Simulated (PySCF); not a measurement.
# Relaxation of singlet Bi₃N

Computed with PBE0 in PySCF with N def2-SVP, Bi def2-SVP with ECP60; scalar-relativistic core potentials, no spin–orbit coupling; density-fitted integrals. A (50,194) grid was used.

A start displaced from a saddle point along its imaginary mode, of Cs symmetry, held to at least that symmetry:

Coordinates in bohr (charge 0 multiplicity 1):
```
N     0.0000   -0.2268   -2.2120
Bi    0.0000   -0.0034    2.7434
Bi    3.8042    0.0093   -1.2976
Bi   -3.8042    0.0093   -1.2976
```

Optimiser trace:
```
step  E − E(last) (kJ/mol)  largest gradient (Eh/bohr)
   0                 20.02                     0.00556
   1                  5.83                     0.00806
   2                  3.24                     0.01279
   3                  3.08                     0.01161
   4                  2.91                     0.01251
   5                  2.85                     0.01276
   6                  2.83                     0.01279
   7                  2.76                     0.01269
   8                  2.60                     0.01235
   9                  2.22                     0.01111
  10                  1.51                     0.00812
  11                  0.64                     0.00328
  12                  0.14                     0.00248
  13                  0.01                     0.00061
  14                  0.00                     0.00004
```

It ends at Cs with Bi–Bi 2.901 Å (×2), N–Bi 2.130 Å (×2), N–Bi 2.543 Å; Bi–Bi–Bi 86.0°, Bi–Bi–N 45.5° (×2), Bi–Bi–N 58.4° (×2), Bi–N–Bi 76.2° (×2), Bi–N–Bi 136.5° (after a last refinement on a finer grid). A frequency run shows a minimum.

Final geometry:
Z-matrix (Å, degrees; charge 0 multiplicity 1):
```
N
Bi 1 2.5429
Bi 1 2.1301 2 76.16
Bi 1 2.1301 2 76.16 3 -146.12
```

Spin–orbit coupling, left out here, can matter for elements this heavy.
